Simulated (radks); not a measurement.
Problem. Radial electron density D(r) = 4 pi r^2 rho(r) of an atom or ion with 8 electrons. Method: scalar-relativistic Kohn-Sham, PBE, spin-polarised, spherical densities, finite nucleus; Fermi nuclear charge, rms radius of each element as measured or else 0.836 A^(1/3) + 0.57 fm; computed with a radial shooting solver on a logarithmic mesh with Libxc functionals.

| r (bohr) | D(r) (e/bohr) | spin D(r) |
|---|---|---|
| 0.002346 | 0.6390 | -0.000309 |
| 0.002603 | 0.7746 | -0.000370 |
| 0.002911 | 0.9515 | -0.000447 |
| 0.003256 | 1.167 | -0.000536 |
| 0.003642 | 1.428 | -0.000638 |
| 0.004042 | 1.719 | -0.000743 |
| 0.004521 | 2.094 | -0.000864 |
| 0.005056 | 2.545 | -0.000987 |
| 0.005656 | 3.082 | -0.00110 |
| 0.006275 | 3.672 | -0.00117 |
| 0.007019 | 4.416 | -0.00118 |
| 0.007851 | 5.290 | -0.00108 |
| 0.008781 | 6.307 | -0.000756 |
| 0.009744 | 7.389 | -0.000153 |
| 0.0109 | 8.714 | 0.00101 |
| 0.01219 | 10.21 | 0.00301 |
| 0.01363 | 11.87 | 0.00628 |
| 0.01513 | 13.56 | 0.0110 |
| 0.01692 | 15.51 | 0.0188 |
| 0.01893 | 17.56 | 0.0307 |
| 0.02117 | 19.65 | 0.0484 |
| 0.02349 | 21.57 | 0.0725 |
| 0.02628 | 23.52 | 0.110 |
| 0.02939 | 25.26 | 0.163 |
| 0.03287 | 26.64 | 0.239 |
| 0.03648 | 27.52 | 0.337 |
| 0.0408 | 27.92 | 0.480 |
| 0.04563 | 27.67 | 0.675 |
| 0.05104 | 26.75 | 0.935 |
| 0.05664 | 25.31 | 1.25 |
| 0.06335 | 23.24 | 1.68 |
| 0.07085 | 20.82 | 2.21 |
| 0.07925 | 18.31 | 2.86 |
| 0.08794 | 16.16 | 3.56 |
| 0.09836 | 14.31 | 4.42 |
| 0.11 | 13.16 | 5.35 |
| 0.1231 | 12.83 | 6.30 |
| 0.1365 | 13.22 | 7.14 |
| 0.1527 | 14.20 | 7.93 |
| 0.1708 | 15.42 | 8.51 |
| 0.1911 | 16.48 | 8.80 |
| 0.212 | 16.98 | 8.79 |
| 0.2371 | 16.77 | 8.48 |
| 0.2652 | 15.73 | 7.93 |
| 0.2967 | 14.00 | 7.24 |
| 0.3292 | 12.04 | 6.56 |
| 0.3682 | 9.879 | 5.90 |
| 0.4118 | 7.937 | 5.32 |
| 0.4606 | 6.349 | 4.81 |
| 0.5111 | 5.179 | 4.33 |
| 0.5717 | 4.148 | 3.76 |
| 0.6395 | 3.240 | 3.08 |
| 0.7153 | 2.399 | 2.35 |
| 0.7936 | 1.689 | 1.67 |
| 0.8877 | 1.049 | 1.05 |
| 0.9929 | 0.5769 | 0.576 |
| 1.111 | 0.2757 | 0.276 |
| 1.232 | 0.1204 | 0.120 |
| 1.378 | 0.04144 | 0.0414 |
| 1.542 | 0.01166 | 0.0117 |
| 1.724 | 0.002618 | 0.00262 |
| 1.913 | 0.0005228 | 0.000523 |

What is the nuclear charge?

Solution. Z = 24. The innermost maximum, from 1s, lies near gamma/Z bohr with gamma = sqrt(1 - (Z/c)^2) = 0.985, here 0.041 bohr (found: 0.0415), and its height grows with Z. The density is that of the chromium ion Cr16+ in [He] 2s2 2p2 3d2; the configuration itself is not fixed sharply by these data, and Z only to about a unit. D(r) has 2 maxima, at r = 0.0415, 0.219 bohr, and minima at 0.122 bohr, inside which lie 2.22 electrons.
